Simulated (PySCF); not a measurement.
Gas-phase equilibrium of 1 mol GeF4, 3 mol H2 at 1800 K and 10.0 bar, among 16 species (GeH4, Ge2H6, F2, GeF2, GeF3, F, H, GeH3F, GeHF3, HF, H2, Ge3H8, GeH3, GeH2F2, GeH2, GeF4). Only gases are allowed; each row takes one source of thermochemistry for all species, and Cantera finds the minimum.

Energies from PySCF, thermal terms from the rigid-rotor harmonic-oscillator model, ideal gas at 1 bar. † marks an energy on the PBE0/def2-TZVP geometry and frequencies. Open shells (unrestricted) among the columns below: GeF3 (multiplicity 2), F (multiplicity 2, electronic degeneracy 6), H (multiplicity 2); the rest are closed-shell singlets. Spin-orbit splitting is ignored; it lowers the true energy and changes the entropy of F. B3LYP is the form with VWN-RPA correlation. Ge: all electrons, no relativistic terms. GeF3, GeHF3: computed as isolated molecules; such fragments, hydroxides, amides, oligomers or adducts are transient or little studied in the gas. The harmonic model lacks anharmonicity and excited electronic states, which grow with temperature; levels with a mode under 35 cm⁻¹ are left out.

Molecules larger than those listed are left out, and so are free Ge atoms, whose spin-orbit terms are large. Also missing: (HF)n, which can matter at low temperature or high pressure. Table species left out: H2F2, H3F3, H4F4.

Mole fractions:

```
thermochemistry     x H2  x HF  x GeF2      x H   x GeF4      x F  x GeHF3  x GeF3
------------------  ----  ----  ------  -------  -------  -------  -------  ------
B3LYP/def2-TZVP†    0.40  0.40    0.20   7.0e-5   2.2e-6   4.7e-8   4.8e-6  2.0e-6
HF/def2-TZVP†       0.40  0.40    0.20   0.0029   6.8e-5  0.00013  0.00011  5.1e-5
M06-2X/def2-TZVP†   0.40  0.40    0.20   9.2e-5  0.00021   2.9e-8  0.00012  2.5e-5
PBE0/def2-QZVP†     0.40  0.40    0.20  0.00015   3.3e-6   2.3e-8   1.4e-5  3.3e-6
LDA/def2-TZVP†      0.40  0.40    0.20   4.6e-5   1.3e-5  1.2e-10   4.2e-5  4.4e-6
ωB97X-V/def2-TZVP†  0.40  0.40    0.20   9.9e-5   3.4e-5   3.8e-8   5.0e-5  5.6e-6
```
The most sensitive of these is F: it spans a factor of 10^6.0 over these rows; at this temperature one factor of ten is RT ln 10 = 34 kJ/mol.
